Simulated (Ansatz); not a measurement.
Stepwise reaction of `C#[C][Al]([CH3])[C]#C` with hydrogen fluoride, as a gas-phase model of exchange steps in deposition or etching. ΔE in kJ/mol.

Calculated with Ansatz (gas phase, PBE0-D4/def2-TZVP geometries, no zero-point term in ΔE). CCSD(T)/CBS adds triple-zeta CCSD(T) − MP2 to the extrapolated MP2 energy (def2 sets, frozen cores). This one scheme is used for every species. DFT in def2-TZVPP. B3LYP here is the variant with VWN-RPA as its local correlation; programs differ in this.

```tsv
step	reaction	PBE-D4	B3LYP-D4	ωB97M-V	CCSD(T)/CBS
1	`C#[C][Al]([CH3])[C]#C` + H–F → `C#[C][Al]([CH3])[F]` + `C#C`	-119.5	-128.4	-128.2	-123.7
2	`C#[C][Al]([CH3])[F]` + H–F → `[CH3][Al]([F])[F]` + `C#C`	-118.9	-127.6	-126.5	-123.6
```

(1) By hand: ΔE of the 2 steps together at CCSD(T)/CBS.

## Answers

(1) (-123.7) + (-123.6) = -247.3 kJ/mol, or -123.7 kJ/mol a step.

In ΔE the steps differ by no more than 0.1 kJ/mol. All are downhill at CCSD(T)/CBS. PBE-D4 differs from CCSD(T)/CBS by 4.2 to 4.7 kJ/mol a step. Isolated molecules leave out the surface, adducts and barriers. Largest T1 diagnostic: 0.013.
